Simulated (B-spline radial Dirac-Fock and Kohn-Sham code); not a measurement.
# Anomalous scattering factors of Ir, 849.4 eV to 7.461 keV

Level of theory: the dispersion relation over Dirac-Hartree-Slater subshell photoionisation cross sections, with the Kissel-Pratt high-energy constant (isolated atom, no bound-bound lines or fine structure); an atomic code on a B-spline grid. The forward scattering factor is f₀ + f′ + i f″.

The run's input, task.json:

```json
{"items": [{
  "Z": 77,
  "q": 0,
  "cfg": [[1, 0, 2], [2, 0, 2], [2, 1, 6], [3, 0, 2], [3, 1, 6], [3, 2, 10], [4, 0, 2], [4, 1, 6], [4, 2, 10], [4, 3, 14], [5, 0, 2], [5, 1, 6], [5, 2, 7], [6, 0, 2]],
  "A": 193,
  "rrms": 5.4032,
  "do": "dispersion",
  "hv": [849.4, 1000.0, 1253.6, 1486.9, 1623.0, 1784.0, 2000.0, 2182.0, 2984.4, 3281.0, 3436.0, 3586.0, 4000.0, 4510.9, 4521.0, 4721.0, 5302.0, 5414.7, 6000.0, 6373.0, 6403.9, 6930.3, 7461.0, 7574.0, 7662.0, 8047.8, 9251.7, 10570.0, 11620.0, 11910.0, 12000.0, 14900.0, 15000.0, 17430.0, 17479.3, 21450.0, 21740.0, 22162.9, 24209.8, 30000.0, 38240.0, 40000.0, 52700.0, 72070.0],
  "edges": {"K": 76111.0, "L1": 13419.0, "L2": 12824.0, "L3": 11215.0, "M1": 3174.0, "M2": 2909.0, "M3": 2551.0, "M4": 2116.0, "M5": 2040.0, "N1": 691.1, "N2": 577.8, "N3": 495.8, "N4": 311.9, "N5": 296.3, "N6": 63.8, "N7": 60.8, "O1": 95.2, "O2": 63.0}
}]}
```

Command: `python xray2_run.py task.json out`

Edges near this range: M1 3174.0 eV, M2 2909.0 eV, M3 2551.0 eV, M4 2116.0 eV, M5 2040.0 eV, N1 691.1 eV.

| hν (eV) | λ (Å) | f′ (e) | f″ (e) | tabulated f′ | tabulated f″ |
| --- | --- | --- | --- | --- | --- |
| 849.4 | 14.60 | -29.078 | 21.847 | – | 20.58 |
| 1000 | 12.40 | -26.942 | 19.090 | -27.03 | 18.44 |
| 1253.6 | 9.890 | -25.608 | 15.448 | -25.74 | 14.57 |
| 1486.9 | 8.338 | -26.079 | 12.949 | -26.29 | 11.75 |
| 1623 | 7.639 | -27.100 | 11.773 | -27.23 | 10.59 |
| 1784 | 6.950 | -29.378 | 10.592 | -29.52 | 9.53 |
| 2000 | 6.199 | -38.135 | 9.285 | -40.04 | 8.59 |
| 2182 | 5.682 | -37.703 | 34.014 | -35.74 | 34.21 |
| 2984.4 | 4.154 | -13.714 | 27.563 | -13.97 | 27.36 |
| 3281 | 3.779 | ? | ? | ? | ? |
| 3436 | 3.608 | -8.795 | 23.771 | -8.85 | 23.31 |
| 3586 | 3.457 | -7.757 | 22.413 | -7.84 | 21.91 |
| 4000 | 3.100 | -5.915 | 19.225 | -5.99 | 18.71 |
| 4510.9 | 2.749 | -4.745 | 16.171 | -4.79 | 15.58 |
| 4521 | 2.742 | -4.729 | 16.118 | -4.78 | 15.53 |
| 4721 | 2.626 | -4.462 | 15.131 | -4.51 | 14.53 |
| 5302 | 2.338 | -4.033 | 12.747 | -4.09 | 12.18 |
| 5414.7 | 2.290 | -3.992 | 12.354 | -4.05 | 11.80 |
| 6000 | 2.066 | -3.925 | 10.587 | -3.95 | 10.08 |
| 6373 | 1.945 | -3.975 | 9.660 | -4.01 | 9.19 |
| 6403.9 | 1.936 | -3.982 | 9.589 | -4.01 | 9.12 |
| 6930.3 | 1.789 | -4.142 | 8.494 | -4.17 | 8.08 |
| 7461 | 1.662 | -4.381 | 7.575 | -4.42 | 7.23 |

Task: What are f′ and f″ at 3281 eV?

Result: f′ = -10.277 and f″ = 25.312 electrons (tables: -10.31 and 24.89). By the optical theorem f″ corresponds to a photoabsorption cross section 2 rₑ λ f″ = 539000 b.

Tabulated f′: xraylib 4.2 anomalous scattering factors (Cullen et al., EPDL97); f″: Chantler's tables (J. Phys. Chem. Ref. Data 1995 and 2000). Both are theoretical tables.

Values without a named source are computed, but for edge energies of neutral atoms, which are taken from tables.
